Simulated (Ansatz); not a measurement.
Input for Ansatz (an electronic-structure program): R-CCSD(T)/cc-pV(D+d)Z on H4O2Si (SMILES O[SiH2]O), a point of a torsion scan. Files ending in .json are basis or fitting sets from the Basis Set Exchange.

Ansatz 0.2 input:
```yaml
crystal:
  periodic: [false, false, false]
  atoms:
    - {symbol: O, position_ang: [-1.30041404, 0.58139020, 0.30866431]}
    - {symbol: Si, position_ang: [-0.11886963, -0.49771477, 0.00220374]}
    - {symbol: O, position_ang: [1.29759975, 0.22240539, -0.36012045]}
    - {symbol: H, position_ang: [-1.23918382, 1.48285257, 0.00553266]}
    - {symbol: H, position_ang: [-0.37731374, -1.22014282, -1.23172075]}
    - {symbol: H, position_ang: [-0.05589517, -1.28652602, 1.22351730]}
    - {symbol: H, position_ang: [1.81908847, 0.67820124, 0.29442933]}
basis:
  gaussian:
    orbitals: cc-pV_D+d_Z.json
magnetization: {spin_polarized: false}
correlation: {method: ccsd_t, electrons: outside_noble_gas}
scf: {lower_state_search: off}
```

The head of its log:

```
WARN ansatz: RAYON_NUM_THREADS=1 ignored (pool sized by the plan → 1); use --threads N
Functional definition: HF
these checks for a lower state are left out or cut short: stability, starts, cluster_reference, orbital_swaps, neighbouring_geometries, increment
integrals: 0.05 GiB planned
684 factors; integrals over basis functions are off by at most 1.1e-3 eV
mean field: 0.12 GiB planned
mean field evaluation 1: about -11999.3014 eV, gradient 4.2e1 eV
mean field evaluation 2: about -11999.3043 eV, gradient 4.2e1 eV
mean field evaluation 4: about -12002.5348 eV, gradient 2.3e0 eV
mean field evaluation 8: about -12002.5533 eV, gradient 6.7e-2 eV
mean field -12002.55329932 eV, -441.0856981271 hartree, gradient 2.9e-6 eV, S^2 0.000000; 0 other end points of the search recorded, 0 dependent functions left out
7 core orbitals not correlated
reference -12002.55329932 eV, -441.0856981271 hartree; 10, 10 occupied and 54, 54 virtual orbitals, 684 factors
```

Task: Predict the final total energy.

Result: -441.5973 hartree (reference determinant -441.0857, T1 diagnostic 0.011).
